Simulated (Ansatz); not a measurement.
Reaction (formal exchange of groups at a Te–Si bond): `F[SiH2][TeH]` + CH₃SH → `SC[TeH]` + `F[SiH3]`

Isolated molecules relaxed with PBE0-D4/def2-TZVP in Ansatz; ΔE leaves out vibrations. CCSD(T)/CBS is the MP2 limit (def2-TZVPP, def2-QZVPP) plus CCSD(T) − MP2 in def2-TZVPP, frozen cores. This one scheme is used for every species. Functionals use def2-TZVPP. HSE06 is defined as in plane-wave codes. def2 core potentials past Kr. For Te outer-core shells are correlated without core-valence functions, which leaves a few kJ/mol of doubt a bond. One conformer a species, not always the lowest.

`F[SiH2][TeH]`:

```xyz
6

F    -1.742   -0.416   -0.475
Si   -0.150   -0.505   -0.353
Te    0.709    0.628    1.673
H     0.220   -1.933   -0.224
H     0.413    0.115   -1.572
H     0.550    2.112    0.951
```

CH₃SH:

```xyz
6

C     0.337    0.097    0.344
S    -1.107    0.450   -0.682
H     0.172   -0.771    0.982
H     0.479    0.972    0.979
H     1.232   -0.043   -0.260
H    -1.113   -0.705   -1.363
```

`SC[TeH]`:

```xyz
7

S    -1.021    0.933    1.259
C    -0.468   -0.041   -0.144
Te    1.576    0.422   -0.652
H    -0.159    0.425    2.156
H    -0.559   -1.108    0.045
H    -1.109    0.239   -0.978
H     1.741   -0.870   -1.686
```

`F[SiH3]`:

Cartesian coordinates in Å:
```
F -0.221 1.266 -0.884
Si 0.006 -0.033 0.023
H -1.320 -0.603 0.360
H 0.724 0.377 1.252
H 0.810 -1.007 -0.751
```

| level | ΔE (kcal/mol) |
| --- | --- |
| HSE06 | 26.1 |
| CCSD(T)/def2-SVP | 23.4 |

Problem. What does CCSD(T)/CBS give? (Estimate.)

Solution. Ansatz gave: +23.2 kcal/mol. The listed levels differ from it by 2.9, 0.2 kcal/mol.

Largest T1 diagnostic among the species: 0.011.

Leaving LDA and LC-ωPBE aside and taking each functional with its dispersion term where it has one, the values, not all of them listed here, spread over 3.6 kcal/mol, from BLYP-D4 to r2SCAN0-D4. The D4 term adds −0.8 kcal/mol with B3LYP and −0.4 kcal/mol with PBE0; it sums over pairs of atoms, weighted by their polarisabilities, and B3LYP, whose exchange is more repulsive, gets the larger term. In def2-TZVPP, CCSD(T) changes the Hartree–Fock value by −2.2 kcal/mol (the triples alone add −0.4 kcal/mol) and MP2 by −2.2 kcal/mol.

B3LYP here is the variant with VWN-RPA as its local correlation; programs differ in this.
